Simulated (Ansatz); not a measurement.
The cluster CaTe2, 3 atoms. Hardware: 4 threads of Intel Xeon on a shared host.

In the def2 sets Te takes a core potential; there is no spin–orbit coupling. Correlated methods freeze 13 core orbitals; core or outer-core shells of Ca, Te are correlated, in sets that lack core-valence functions.

Question: How many basis functions does each of these Ansatz runs have, and roughly what does it cost? PBE-D4/def2-TZVPD, charge 0 singlet, energy, from earlier orbitals; BLYP-D4/def2-TZVP, charge 0 singlet, energy, from earlier orbitals; PBE with 50 % exact exchange/def2-TZVP, charge 0 singlet, energy, from earlier orbitals; PBE-D4/def2-TZVP, charge 0 triplet, energy, from earlier orbitals; PBE-D4/def2-TZVP, charge 0 unrestricted singlet, energy, from earlier orbitals; PBE with 10 % exact exchange/def2-TZVP, charge 0 singlet, energy, from earlier orbitals; r2SCAN-D4/def2-TZVPD, charge -1 doublet at the geometry of the charge 0 singlet, energy, from earlier orbitals; PBE0-D4/def2-SVP, charge 1 doublet at the geometry of the charge 0 singlet, energy with a search over starts; MP2/def2-TZVP, charge 0 quintet, energy, from earlier orbitals; RPA@PBE/def2-TZVP, charge 0 triplet, energy, from earlier orbitals; PBE with 50 % exact exchange/def2-TZVP, charge 0 triplet, energy, from earlier orbitals; HF/STO-3G, charge 0 quintet, energy.

Answer: Other jobs shared the machine, so times can vary by a factor of up to 3. A dash marks memory too small to be measured apart from the calling script's.

```csv
run,functions,fitting or Cholesky vectors,wall time,peak host memory (GiB)
"BLYP-D4/def2-TZVP, charge 0 singlet, energy, from earlier orbitals",136,1139,1.6 s,–
"PBE-D4/def2-TZVPD, charge 0 singlet, energy, from earlier orbitals",154,1265,1.6 s,–
"PBE with 10 % exact exchange/def2-TZVP, charge 0 singlet, energy, from earlier orbitals",136,1145,1.7 s,–
"PBE0-D4/def2-SVP, charge 1 doublet at the geometry of the charge 0 singlet, energy with a search over starts",76,940,2.2 s,–
"PBE-D4/def2-TZVP, charge 0 unrestricted singlet, energy, from earlier orbitals",136,1139,2.2 s,–
"PBE with 50 % exact exchange/def2-TZVP, charge 0 singlet, energy, from earlier orbitals",136,1465,2.5 s,–
"PBE-D4/def2-TZVP, charge 0 triplet, energy, from earlier orbitals",136,1139,3 s,–
"PBE with 50 % exact exchange/def2-TZVP, charge 0 triplet, energy, from earlier orbitals",136,1344,4.5 s,–
"HF/STO-3G, charge 0 quintet, energy",67,731,4.7 s,–
"RPA@PBE/def2-TZVP, charge 0 triplet, energy, from earlier orbitals",136,1344,5.5 s,–
"r2SCAN-D4/def2-TZVPD, charge -1 doublet at the geometry of the charge 0 singlet, energy, from earlier orbitals",154,1265,5.5 s,–
"MP2/def2-TZVP, charge 0 quintet, energy, from earlier orbitals",136,1344,9 s,–
```
